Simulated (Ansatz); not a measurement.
`O[CH2][GeH3]` + `N=[C](O)[GeH2][NH2]` → `N=[C](O)[GeH3]` + `[NH2][GeH2][CH2]O`  (redistribution)

Isolated molecules relaxed with PBE0-D4/def2-TZVP in Ansatz; ΔE leaves out vibrations. CCSD(T)/CBS is the MP2 limit (def2-TZVPP, def2-QZVPP) plus CCSD(T) − MP2 in def2-TZVPP, frozen cores. Functionals use def2-TZVPP. B3LYP here is the variant with VWN-RPA as its local correlation; programs differ in this. For Ge outer-core shells are correlated without core-valence functions, which leaves a few kJ/mol of doubt a bond. Scalar relativity is left out up to krypton. One conformer a species, not always the lowest.

Question: Is it downhill or uphill in electronic energy at CCSD(T)/CBS, and by how much? (An estimate is asked.)

Answer: Ansatz gave: Downhill: ΔE = -8.0 kJ/mol.

Question: What do these levels give: r2SCAN-D4, PBE0-D4, B3LYP-D4, ωB97X-V, r2SCAN, B3LYP, MP2/def2-TZVPP, SCS-MP2/def2-TZVPP, HF/def2-QZVPP, MP2/def2-QZVPP, SCS-MP2/def2-QZVPP, CCSD/CBS(def2)? (An estimate is asked.)

Answer: Ansatz gave: r2SCAN-D4 -10.7, PBE0-D4 -10.2, B3LYP-D4 -8.5, ωB97X-V -7.3, r2SCAN -10.7, B3LYP -7.0, MP2/def2-TZVPP -7.4, SCS-MP2/def2-TZVPP -4.7, HF/def2-QZVPP 4.8, MP2/def2-QZVPP -7.9, SCS-MP2/def2-QZVPP -5.1, CCSD/CBS(def2) -6.0 kJ/mol.

Largest T1 diagnostic among the species: 0.014.

In def2-TZVPP, CCSD(T) changes the Hartree–Fock value by −11.4 kJ/mol (the triples alone add −2.0 kJ/mol) and MP2 by −11.9 kJ/mol.
